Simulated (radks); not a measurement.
Values are calculated unless marked as measured or tabulated.
Ni+, configuration [Ar] 3d8 4s1 (not the ground configuration). Level of theory: scalar-relativistic Kohn-Sham, r2SCAN, spin-unpolarised, spherical densities, finite nucleus; meta-GGA in the generalised Kohn-Sham scheme; Fermi nuclear charge, rms radius 3.7757 fm (a radial shooting solver on a logarithmic mesh with Libxc functionals). Some entries of the table are withheld. Estimate them.

orbital,occ.,eigenvalue (Ry),<r^2> (bohr^2)
1s,2,(1),(2)
2s,2,(3),0.07057
2p,6,-63.26305,0.05685
3s,2,-9.11340,0.6322
3p,6,-6.08880,0.7158
3d,8,(4),(5)
4s,1,-0.96092,(6)

Answer. 
(1) 1s eigenvalue (Ry): -606.2144
(2) 1s <r^2> (bohr^2): 0.003938
(3) 2s eigenvalue (Ry): -73.56874
(4) 3d eigenvalue (Ry): -1.33164
(5) 3d <r^2> (bohr^2): 1.294
(6) 4s <r^2> (bohr^2): 7.463
